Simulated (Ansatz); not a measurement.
Computed with Ansatz on PBE0-D4/def2-TZVP structures; ΔE is electronic, products minus reactants. CCSD(T)/CBS adds triple-zeta CCSD(T) − MP2 to the extrapolated MP2 energy (def2 sets, frozen cores). This one scheme is used for every species. Functionals use def2-TZVPP. Elements past krypton have def2 core potentials. For Sn outer-core shells are correlated without core-valence functions, which leaves a few kJ/mol of doubt a bond.

`[F][Sn]([SiH3])([Cl])[Cl]` + `C#N` → `N#[C][Sn]([F])([Cl])[Cl]` + SiH₄  (formal exchange of groups at the Sn–Si bond)

`[F][Sn]([SiH3])([Cl])[Cl]`:

Z-matrix (Å, degrees):
```
Sn
Si 1 2.565
Cl 1 2.310 2 114.9
F 1 1.911 2 110.9 3 117.6
Cl 1 2.310 2 114.9 3 -124.8
H 2 1.480 1 107.0 3 -57.9
H 2 1.480 1 107.0 3 -178.2
H 2 1.481 1 106.6 3 61.9
```

`C#N`:

Cartesian coordinates in Å:
```
C 0.001 0.014 0.021
N -0.053 -0.634 -0.922
H 0.052 0.620 0.900
```

`N#[C][Sn]([F])([Cl])[Cl]`:

Cartesian coordinates in Å:
```
N 0.111 0.844 2.573
C 0.088 0.482 1.481
Sn 0.005 -0.165 -0.496
F 1.788 -0.485 -1.036
Cl -0.855 1.447 -1.850
Cl -1.138 -2.123 -0.672
```

SiH₄:

```xyz
5

Si    0.000    0.000    0.000
H     0.133   -0.422   -1.417
H     0.337   -1.140    0.889
H    -1.396    0.434    0.259
H     0.927    1.128    0.270
```

CCSD(T)/CBS gives +11.6 kcal/mol.

(1) Another level gave +14.8 kcal/mol. Which?
A. B97M-V/def2-TZVPP
B. CAM-B3LYP-D4/def2-TZVPP
C. r2SCAN/def2-TZVPP
D. PBE/def2-TZVPP

Largest T1 diagnostic among the species: 0.014.

Results:

(1) D. PBE 14.8, B97M-V 11.0, CAM-B3LYP-D4 12.3, r2SCAN 13.3 kcal/mol.

From BLYP to BHLYP (50 % exact exchange), in def2-TZVPP and without D4, ΔE moves by −1.7 kcal/mol. At CCSD(T), def2-SVP lies −2.7 kcal/mol from the extrapolated value and def2-TZVPP −2.2 kcal/mol. Leaving LDA and LC-ωPBE aside and taking each functional with its dispersion term where it has one, the values, not all of them listed here, spread over 4.1 kcal/mol, from B97M-V to PBE-D4. LDA lies +1.4 kcal/mol from PBE without D4.
